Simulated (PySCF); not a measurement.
Job file and geometry (Å, from GFN2-xTB) of an NMR shielding run on `NB(F)N1CCCC1`, C$_{4}$H$_{10}$BFN$_{2}$, PySCF 2.14.0, density-fitted response routines, GIAO PBE0/pcSseg-1 NMR shielding, non-relativistic, gas phase; density fitting, a coarse starting grid and PySCF grid level 2 are the driver's defaults:

```
$ OMP_NUM_THREADS=1 python probes_run.py task.json out

{"job": {"kind": "nmr", "xc": "PBE0", "basis": "pcSseg-1"}, "charge": 0, "multiplicity": 1}
N      2.841208     0.308695    -0.107851
B      1.736165    -0.354622    -0.663544
F      1.972400    -1.187108    -1.703579
N      0.415156    -0.208771    -0.222042
C     -0.018327     0.659668     0.860025
C     -1.510750     0.371002     1.033705
C     -1.931490    -0.070260    -0.365429
C     -0.725567    -0.889921    -0.814767
H      3.767773     0.168544    -0.464760
H      2.789333     0.951934     0.657638
H      0.547805     0.457139     1.774835
H      0.142570     1.711066     0.586165
H     -1.653484    -0.448261     1.739113
H     -2.059992     1.240125     1.390523
H     -2.054277     0.799883    -1.011077
H     -2.854167    -0.646545    -0.369444
H     -0.616733    -0.938885    -1.899273
H     -0.796384    -1.917365    -0.431893
```

Task: Write the output of this run.

Result: 
```
coarse grid: 14840 points
cycle   1  E = -392.1805231246  dE =  1.054e+00  |g| = 6.128e-01  |ddm| = 3.645e+00
cycle   2  E = -392.1563269248  dE =  2.420e-02  |g| = 7.600e-01  |ddm| = 9.288e-01
cycle   3  E = -392.2557534079  dE = -9.943e-02  |g| = 5.204e-02  |ddm| = 4.878e-01
cycle   4  E = -392.2561416798  dE = -3.883e-04  |g| = 2.455e-02  |ddm| = 5.136e-02
cycle   5  E = -392.2562405660  dE = -9.889e-05  |g| = 8.518e-03  |ddm| = 1.958e-02
cycle   6  E = -392.2562535410  dE = -1.298e-05  |g| = 1.504e-03  |ddm| = 5.857e-03
cycle   7  E = -392.2562539907  dE = -4.497e-07  |g| = 2.977e-04  |ddm| = 1.170e-03
final grid: 143352 points
cycle   8  E = -392.3026603732  dE = -5.145e-05  |g| = 9.204e-03  |ddm| = 2.944e-02
cycle   9  E = -392.3026508797  dE =  9.494e-06  |g| = 1.135e-02  |ddm| = 1.551e-02
cycle  10  E = -392.3026800347  dE = -2.916e-05  |g| = 6.851e-04  |ddm| = 8.528e-03
cycle  11  E = -392.3026801136  dE = -7.887e-08  |g| = 2.877e-04  |ddm| = 6.349e-04
cycle  12  E = -392.3026801266  dE = -1.297e-08  |g| = 8.332e-05  |ddm| = 2.103e-04
cycle  13  E = -392.3026801279  dE = -1.346e-09  |g| = 1.512e-05  |ddm| = 8.385e-05
cycle  14  E = -392.3026801280  dE = -5.116e-11  |g| = 4.217e-06  |ddm| = 1.752e-05
converged SCF energy = -392.3026801280

GIAO shielding tensors (ppm)
atom      isotropic    diamagn.    paramagn.     s11        s22        s33       span
  0 N      219.860     318.077     -98.218    192.177    211.774    255.628     63.451
  1 B       80.480     195.684    -115.204     55.068     88.469     97.902     42.834
  2 F      322.424     469.922    -147.499    235.406    321.634    410.230    174.824
  3 N      194.316     328.080    -133.764    152.200    155.371    275.375    123.175
  4 C      138.634     244.701    -106.068    109.325    137.526    169.050     59.725
  5 C      156.415     249.584     -93.168    132.230    166.354    170.663     38.433
  6 C      156.585     249.593     -93.008    136.101    165.518    168.136     32.035
  7 C      137.077     242.442    -105.366    108.370    138.014    164.846     56.476
  8 H       29.667      29.106       0.561     23.129     25.825     40.046     16.917
  9 H       29.992      32.614      -2.621     22.694     29.042     38.241     15.546
 10 H       28.585      31.367      -2.781     23.545     28.145     34.067     10.522
 11 H       28.571      31.520      -2.949     23.147     27.482     35.084     11.937
 12 H       29.883      30.732      -0.849     25.105     27.754     36.788     11.683
 13 H       29.802      29.733       0.069     25.376     26.949     37.080     11.703
 14 H       30.052      30.709      -0.656     25.593     27.684     36.880     11.288
 15 H       29.940      29.300       0.640     25.491     26.931     37.398     11.907
 16 H       28.038      29.790      -1.751     22.659     28.059     33.397     10.737
 17 H       28.494      29.869      -1.374     22.870     26.966     35.646     12.776
```

Size and cost of the density-fitted run: 186 basis functions, 55 s wall time on 1 thread of an Arm Neoverse N1, shared host; peak memory 0.96 GiB.
